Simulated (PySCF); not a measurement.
1,1-dichloroprop-1-ene (C3H4Cl2), SMILES C(=C(Cl)Cl)C. Geometry optimised at PBE-D3(BJ)/def2-SVP.

These are PySCF 2.14.0 with PBE-D3(BJ)/def2-SVP values and carry that method's errors.

Harmonic wavenumbers (cm⁻¹): 121, 210, 218, 287, 437, 466, 588, 786, 851, 964, 999, 1100, 1235, 1339, 1400, 1404, 1655, 2963, 3030, 3087, 3112. Rotational constants (GHz): 3.907, 2.355, 1.483; symmetry number 1.

Q: Work out the zero-point energy and the ideal-gas rigid-rotor harmonic-oscillator thermochemistry at 298.15 K and 1 atm.

A: ZPE = ½ Σ hcν = ½ × 26252 cm⁻¹ = 37.53 kcal/mol. H − E(el) = 41.90 kcal/mol. Entropy in cal/(mol K): translation 40.03, rotation 27.56, vibration 11.41, total 79.00. G − E(el) = 18.35 kcal/mol. Cp = 21.88 cal/(mol K). Modes under 150 cm⁻¹ make the vibrational entropy uncertain.
